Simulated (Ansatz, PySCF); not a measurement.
Al(OH)(OMe)(SH) (CH5AlO2S), SMILES C[O][Al]([OH])[SH]. Atoms are numbered in the order given.

```xyz
10

Al    -0.4911     0.1813     0.1289
O     -1.8081     0.8344     0.9744
H     -2.7193     0.8234     0.6698
O     -0.6985    -0.5655    -1.3712
C      0.0417    -1.2050    -2.3677
H     -0.3179    -2.2396    -2.5135
H     -0.0694    -0.6765    -3.3318
H      1.1229    -1.2553    -2.1356
S      1.4692     0.3496     1.0629
H      0.9439     0.9908     2.1322
```

Geometry optimised at r2SCAN-D4/def2-SVP. The structure was generated by enumeration; whether it is a known compound was not checked. One conformer was computed; it need not be the lowest.

Two levels are set side by side: PBE-D3(BJ)/def2-SVP (Ansatz, a program for electronic structure) and r2SCAN-D4/def2-SVP (Ansatz). Each level has its own optimised geometry; the coordinates shown are those of the second. Frequencies come from the Hessian of PySCF at each geometry. Differences are taken from unrounded values.

```tsv
quantity	r2SCAN-D4	PBE-D3(BJ)	PBE-D3(BJ) minus r2SCAN-D4
mean bond length (Å)	1.399	1.410	0.011
bond Al1–O2 (Å)	1.696	1.712	0.016
bond Al1–O4 (Å)	1.688	1.706	0.017
bond Al1–S9 (Å)	2.178	2.190	0.012
bond O4–C5 (Å)	1.396	1.402	0.006
bond O2–H3 (Å)	0.961	0.970	0.009
bond C5–H6 (Å)	1.105	1.114	0.009
bond C5–H7 (Å)	1.105	1.114	0.009
bond C5–H8 (Å)	1.107	1.115	0.008
bond S9–H10 (Å)	1.353	1.364	0.011
highest harmonic wavenumber (cm⁻¹)	3939	3810	-129
mean harmonic wavenumber (cm⁻¹)	1187	1154	-33
zero-point energy (kcal/mol)	40.72	39.58	-1.14
```
